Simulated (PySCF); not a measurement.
Mapped SMILES: `[CH3:1][O:2][SiH2:3][C:4]([F:5])([F:6])[F:7]`. Hydrogens are named by the atom that carries them.

Geometry: PBE0-D3(BJ)/def2-SVP; GIAO absolute shieldings from PySCF, gas phase, non-relativistic, averaged over equivalent atoms.

At BLYP/pcSseg-1 (151 basis functions, 20 s wall time on 1 thread of an Arm Neoverse V1, shared host):
```
   atoms  σ (ppm)
      C4     36.8
      C1    119.2
      O2    320.2
     Si3    359.4
F5/F6/F7    233.0
  H(Si3)    26.65
   H(C1)    27.53
```

Question: Predict the values at OPBE/pcSseg-1 on the same geometry.

Answer: 
| atoms | σ at OPBE/pcSseg-1 | change |
| --- | --- | --- |
| C4 | 54.9 | +18.1 |
| C1 | 131.1 | +11.9 |
| O2 | 328.1 | +7.9 |
| Si3 | 387.6 | +28.2 |
| F5/F6/F7 | 241.8 | +8.8 |
| H(Si3) | 26.42 | -0.23 |
| H(C1) | 27.50 | -0.03 |

The largest change is at Si3 (silicon bonded to C, O, 2 H). Cost: 151 basis functions, 19 s wall time on 1 thread of an Arm Neoverse V1, shared host.
